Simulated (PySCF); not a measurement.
A family of related molecules: H2E=Y. All species are isolated molecules in the gas phase. Strings in code marks are SMILES.

These are PBE-D3(BJ)/def2-TZVP // r2SCAN-D4/def2-TZVP (PySCF 2.14.0) values and carry that method's errors. All candidates: neutral, multiplicity 1. Excitations are Tamm–Dancoff values on a coarser integration grid. The basis has no diffuse functions, so Rydberg states are missing or too high.

| Quantity | Value |
|---|---|
| HOMO–LUMO gap | 2.33 eV |
| S1 excitation (TDA) | 2.47 eV |
| LUMO | -3.48 eV |

Problem. Identify which member has these values.
A) `[SiH2]=[Se]`
B) `C=N`
C) `C=[Se]`
D) `C=S`

Solution. A, `[SiH2]=[Se]`. The others give `C=[Se]`: 1.57 eV, 1.84 eV, -3.70 eV; `C=N`: 4.59 eV, 5.08 eV, -1.66 eV; `C=S`: 1.92 eV, 2.18 eV, -3.53 eV
